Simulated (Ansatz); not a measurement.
Computed with Ansatz on PBE0-D4/def2-TZVP structures; ΔE is electronic, products minus reactants. CBS: MP2 limit from def2 TZ/QZ plus the TZ coupled-cluster correction, frozen cores. DFT in def2-TZVPP. B3LYP here is the variant with VWN-RPA as its local correlation; programs differ in this. def2 core potentials past Kr. For Se, Te outer-core shells are correlated without core-valence functions, which leaves a few kJ/mol of doubt a bond. Scalar relativity is left out up to krypton. One conformer a species, not always the lowest.

`O[SiH2][SiH2][SeH]` + `[SiH3][TeH]` → `[SeH][SiH2][TeH]` + `O[SiH2][SiH3]`  (formal exchange of groups at the Se–Si bond)

```json
{"level": "PBE-D4", "ΔE (kcal/mol)": "1.3", "difference from CCSD(T)/CBS": "0.4"}
{"level": "r2SCAN-D4", "ΔE (kcal/mol)": "1.2", "difference from CCSD(T)/CBS": "0.3"}
{"level": "PBE0-D4", "ΔE (kcal/mol)": "1.3", "difference from CCSD(T)/CBS": "0.4"}
{"level": "B3LYP-D4", "ΔE (kcal/mol)": "1.1", "difference from CCSD(T)/CBS": "0.2"}
{"level": "ωB97X-V", "ΔE (kcal/mol)": "1.1", "difference from CCSD(T)/CBS": "0.2"}
{"level": "ωB97M-V", "ΔE (kcal/mol)": "1.3", "difference from CCSD(T)/CBS": "0.4"}
{"level": "B2PLYP", "ΔE (kcal/mol)": "0.8", "difference from CCSD(T)/CBS": "-0.1"}
{"level": "PBE", "ΔE (kcal/mol)": "1.0", "difference from CCSD(T)/CBS": "0.1"}
{"level": "r2SCAN", "ΔE (kcal/mol)": "1.1", "difference from CCSD(T)/CBS": "0.2"}
{"level": "PBE0", "ΔE (kcal/mol)": "1.0", "difference from CCSD(T)/CBS": "0.1"}
{"level": "B3LYP", "ΔE (kcal/mol)": "0.7", "difference from CCSD(T)/CBS": "-0.2"}
{"level": "HF/def2-TZVPP", "ΔE (kcal/mol)": "0.6", "difference from CCSD(T)/CBS": "-0.3"}
{"level": "MP2/def2-TZVPP", "ΔE (kcal/mol)": "0.8", "difference from CCSD(T)/CBS": "-0.1"}
{"level": "SCS-MP2/def2-TZVPP", "ΔE (kcal/mol)": "0.7", "difference from CCSD(T)/CBS": "-0.2"}
{"level": "CCSD/def2-TZVPP", "ΔE (kcal/mol)": "0.9", "difference from CCSD(T)/CBS": "0.0"}
{"level": "CCSD(T)/def2-TZVPP", "ΔE (kcal/mol)": "1.0", "difference from CCSD(T)/CBS": "0.1"}
{"level": "HF/def2-QZVPP", "ΔE (kcal/mol)": "0.5", "difference from CCSD(T)/CBS": "-0.4"}
{"level": "MP2/def2-QZVPP", "ΔE (kcal/mol)": "0.7", "difference from CCSD(T)/CBS": "-0.2"}
{"level": "SCS-MP2/def2-QZVPP", "ΔE (kcal/mol)": "0.6", "difference from CCSD(T)/CBS": "-0.3"}
{"level": "HF/CBS(def2)", "ΔE (kcal/mol)": "0.5", "difference from CCSD(T)/CBS": "-0.4"}
{"level": "MP2/CBS(def2)", "ΔE (kcal/mol)": "0.7", "difference from CCSD(T)/CBS": "-0.2"}
{"level": "CCSD/CBS(def2)", "ΔE (kcal/mol)": "0.8", "difference from CCSD(T)/CBS": "-0.1"}
{"level": "CCSD(T)/CBS", "ΔE (kcal/mol)": "0.9", "difference from CCSD(T)/CBS": "0"}
```

Largest T1 diagnostic among the species: 0.012.
